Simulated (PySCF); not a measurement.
# Tl: ionisation energy

Tl [Xe] 4f14 5d10 6s2 6p1 (2P) → Tl⁺ [Xe] 4f14 5d10 6s2 (1S), as a difference of total energies. Computed with PySCF 2.14 in x2c-TZVPPall, with the spin-free X2C one-electron Hamiltonian (Gaussian nucleus). Correlated levels: valence: [Xe] 4f14 5d10 frozen. The calculations carry no spin-orbit coupling.

```
           method  ionisation energy (eV)  error (eV)
              UHF                   5.002      -0.462
    MP2 (valence)                   5.169      -0.295
SCS-MP2 (valence)                   5.150      -0.314
   CCSD (valence)                   5.217      -0.247
CCSD(T) (valence)                   5.229      -0.235
```

Reference: 5.464 eV (measured; NIST levels, between the centres of gravity of the two terms).

Errors of the correlated levels include the incompleteness of this basis and the frozen core.
